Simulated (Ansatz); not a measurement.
`C[O][GaH2]` + H₂Se → `[GaH2][SeH]` + CH₃OH at 298.15 K and 1 bar (ligand exchange at a Ga–O bond).

Computed with Ansatz on PBE0-D4/def2-TZVP structures; ΔE is electronic, products minus reactants. CBS: MP2 limit from def2 TZ/QZ plus the TZ coupled-cluster correction, frozen cores. This one scheme is used for every species. For Ga, Se outer-core shells are correlated without core-valence functions, which leaves a few kJ/mol of doubt a bond. Scalar relativity is left out up to krypton.

| species | CCSD(T)/CBS energy (Eh) | H − E (kJ/mol) | S (J/(mol·K)) |
| --- | --- | --- | --- |
| `C[O][GaH2]` | -2040.16771 | 160.8 | 303.8 |
| H₂Se | -2401.89790 | 45.8 | 219.1 |
| `[GaH2][SeH]` | -4326.46797 | 70.5 | 291.2 |
| CH₃OH | -115.61712 | 146.3 | 238.2 |

H − E and S are ideal-gas, rigid-rotor, harmonic terms from PBE0-D4/def2-TZVP. 1 Eh = 2625.50 kJ/mol, R = 8.31446 J/(mol·K).

Question: By hand: ΔE, ΔH, ΔS and ΔG.

Answer: ΔE = (-4326.46797) + (-115.61712) − (-2040.16771) − (-2401.89790) = -0.01948 Eh = -51.1 kJ/mol. Δ(H − E) = 70.5 + 146.3 − 160.8 − 45.8 = 10.2, so ΔH = -40.9 kJ/mol. ΔS = 291.2 + 238.2 − 303.8 − 219.1 = 6.5 J/(mol·K). ΔG = -40.9 − 298.15 × (6.5)/1000 = -42.8 kJ/mol.

Question: By hand: the equilibrium constant, and the temperature at which ΔG would vanish if ΔH and ΔS stayed fixed.

Answer: log₁₀ K = −ΔG/(RT ln 10) = 7.5. ΔH and −TΔS have one sign here, so there is no such temperature.

The number of gas molecules stays the same, so ΔS is small and ΔH decides. A doubt of 5 kJ/mol in ΔE shifts log₁₀ K by 0.9 here. These are equilibria of isolated gas molecules and say nothing of rates. Largest T1 diagnostic: 0.015 (customary marks: 0.02 for closed shells, 0.045 for open ones).
